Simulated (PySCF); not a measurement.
Ga(Br)(NH2)2, SMILES [Br][Ga]([NH2])[NH2] (B3LYP/def2-SVP optimised geometry):

```
8

Ga    -0.169    -0.190     0.000
Br    -1.243    -2.231     0.166
N     -1.197     1.303     0.000
H     -2.206     1.253    -0.080
H     -0.841     2.231    -0.201
N      1.644    -0.190     0.000
H      2.206     0.629    -0.205
H      2.175    -1.049    -0.084
```

Computed with B3LYP/def2-TZVP run with PySCF.

Task: What are the frontier orbital energies and the dipole moment?

Result: HOMO-2 -7.87 eV, HOMO-1 -7.50 eV, HOMO -6.99 eV, LUMO -0.83 eV, LUMO+1 0.07 eV; dipole moment 2.88 D.

On the same geometry PBE/def2-TZVP in PySCF gives HOMO-2 -6.83 eV, HOMO-1 -6.36 eV, HOMO -5.81 eV, LUMO -1.39 eV, LUMO+1 -0.46 eV; dipole moment 2.87 D.

Meta-Löwdin charges at B3LYP/def2-TZVP: Ga1 0.70, Br2 -0.30, N3 -0.67, H4 0.24, H5 0.23, N6 -0.67, H7 0.23, H8 0.24.
